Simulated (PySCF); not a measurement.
Worked example: dipole moment from atomic charges

WO2Cl2, SMILES [O]=[W](=[O])([Cl])[Cl], multiplicity 1. Atoms are numbered in the order given.

```xyz
5

W      0.0000     0.0000     0.2086
O      0.0000     1.3640     1.2293
O      0.0000    -1.3640     1.2293
Cl    -1.9152     0.0000    -1.0326
Cl     1.9152     0.0000    -1.0326
```
Charge 0, spin multiplicity 1.

The structure is a stationary point at B3LYP-D3(BJ)/def2-SVP. The multiplicity is an assumed one; other spin states were not compared. The isomer is the one that the SMILES or the coordinates give; other isomers of the formula were not compared. The def2 effective core potentials stand for the cores of W; spin–orbit coupling is left out.

Charges (e) from ωB97X/def2-TZVP run with PySCF:

| atom | ESP fit | Mulliken |
|---|---|---|
| W1 | 0.774 | 1.426 |
| O2 | -0.299 | -0.434 |
| O3 | -0.299 | -0.434 |
| Cl4 | -0.088 | -0.279 |
| Cl5 | -0.088 | -0.279 |

The dipole moment of the full density is 1.84 D.

What dipole moment does each set of point charges give, and which comes closer to that of the density?


μ = Σ q r, and 1 e Å = 4.8032 D.
ESP fit: Σ q r = (0.000, 0.000, -0.392) e Å, |μ| = 1.88 D.
Mulliken: Σ q r = (0.000, 0.000, -0.193) e Å, |μ| = 0.93 D.
ESP fit comes closer in size. Point charges leave out the atoms' own dipoles (lone pairs, polarised bonds); fits to the potential absorb them, partitions of the density don't.
